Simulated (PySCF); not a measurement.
Titanium: a sound run and one with changed settings

Sound run: Ti [Ar] 3d2 4s2, Ti⁺ [Ar] 3d2 4s1. Computed with PySCF 2.14 in cc-pVTZ-DK (7s6p4d2f1g, 68 functions), with the spin-free X2C one-electron Hamiltonian (Gaussian nucleus). The sound run starts from symmetry-adapted Hartree-Fock orbitals and uses a fine grid where one is needed.

Changed run: 26 angular points. This setting is unsound on purpose.

```csv
species,method,sound run (hartree),changed run (hartree),converged
Ti,UHF,-852.74751,-852.74751,yes
Ti,M06-2X,-853.72377,-853.71878,yes
Ti,MN15,-854.07840,-854.03924,yes
Ti⁺,UHF,-852.54329,-852.54329,yes
Ti⁺,M06-2X,-853.46023,-853.45492,yes
Ti⁺,MN15,-853.82108,-853.77905,yes
```

Ionisation energy of Ti:

| method | sound run (eV) | changed run (eV) |
| --- | --- | --- |
| UHF | 5.557 | 5.557 |
| M06-2X | 7.171 | 7.180 |
| MN15 | 7.002 | 7.080 |

A coarse angular grid integrates products of high-l functions wrongly, so density functionals can shift, and the SCF can exploit the error; Hartree-Fock and MP2 need no grid.

For comparison, NIST gives 6.828 eV between the lowest levels.
